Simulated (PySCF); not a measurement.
# How methods differ on the ionisation energy of Zn²⁷⁺

Zn²⁷⁺ [He] 2s1 (2S) → Zn²⁸⁺ 1s2 (1S), as a difference of total energies. All numbers are calculated (PySCF 2.14, scalar relativity by spin-free X2C-1e, in an even-tempered Gaussian basis (19 s from 7.6 bohr⁻², ratio 2.2; 8 p from 12 bohr⁻², ratio 2.4; 6 d from 35 bohr⁻², ratio 2.4; 5 f from 53 bohr⁻², ratio 2.4; 4 g from 79 bohr⁻², ratio 2.4)). Correlated levels: nothing frozen; virtual orbitals above 40 to 60 times the deepest correlated orbital energy dropped. The calculations carry no spin-orbit coupling.

```json
{"method": "UHF", "ionisation energy (eV)": "2783.0", "difference from reference (eV)": "+1.0"}
{"method": "LDA", "ionisation energy (eV)": "2779.8", "difference from reference (eV)": "-2.2"}
{"method": "PBE", "ionisation energy (eV)": "2785.6", "difference from reference (eV)": "+3.6"}
{"method": "PBE0", "ionisation energy (eV)": "2785.1", "difference from reference (eV)": "+3.1"}
{"method": "r2SCAN", "ionisation energy (eV)": "2781.6", "difference from reference (eV)": "-0.4"}
{"method": "r2SCANh", "ionisation energy (eV)": "2781.8", "difference from reference (eV)": "-0.2"}
{"method": "r2SCAN0", "ionisation energy (eV)": "2782.1", "difference from reference (eV)": "+0.1"}
{"method": "MP2 (all electrons)", "ionisation energy (eV)": "2783.2", "difference from reference (eV)": "+1.2"}
{"method": "SCS-MP2 (all electrons)", "ionisation energy (eV)": "2783.2", "difference from reference (eV)": "+1.2"}
```

Reference: 2782.0 eV (theoretical estimate listed by NIST; NIST Atomic Spectra Database, ionization energies).
